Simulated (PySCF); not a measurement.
A geometry optimisation on WOCl3 (`[O]=[W]([Cl])([Cl])[Cl]`) [radical].

Method: PBE0-D3(BJ)/def2-SVP geometry optimisation, gas phase, def2 core potentials past Kr (PySCF 2.14.0). Start geometry: GFN2-xTB. The input is one job of a driver script: a line of settings, then coordinates in Å.

Input:
```
{"job": {"xc": "PBE0", "basis": "def2-SVP", "d3": "d3bj", "grid": 1, "maxiter": 40, "kind": "geom"}, "charge": 0, "multiplicity": 2}
W      0.189310    -0.002360     0.264000
O     -0.136320    -0.017050     1.903080
Cl     2.059990     0.010900    -0.797790
Cl    -1.059200     1.620820    -0.669740
Cl    -1.053780    -1.612320    -0.699560
```

Output:
```
step   0  E = -1522.06690147  max force = 0.060559
step   1  E = -1522.07742308  max force = 0.024697
step   2  E = -1522.07877081  max force = 0.012356
step   3  E = -1522.07913063  max force = 0.003367
step   4  E = -1522.07922906  max force = 0.001309
step   5  E = -1522.07927759  max force = 0.001690
step   6  E = -1522.07931686  max force = 0.000567
step   7  E = -1522.07932261  max force = 0.000438
optimisation converged
```

Energies in Eh; «max force» is the largest Cartesian gradient component in Eh/bohr.

Problem. Give the first gradient maximum in eV/Å.

Solution. With 1 Eh/bohr = 51.422 eV/Å, 3.114 eV/Å.

Problem. How much energy does the optimisation release, in kJ/mol?

Solution. E(step 0) − E(last step) = 0.012421 Eh, which is 32.6 kJ/mol.

In short: final energy -1522.07932 Eh after 7 steps; dipole 1.20 D.

Problem. Estimate the wall time. Hardware: an Arm Neoverse V1 with one thread, shared host.

Solution. About 78 s.
Labels such as C1 count atoms from 1, the log's own numbers from 0.

For an open-shell metal species like this, the optimisation's SCF solution wasn't tested for stability and no frequencies at its level were run, so a lower state or another shape may exist.
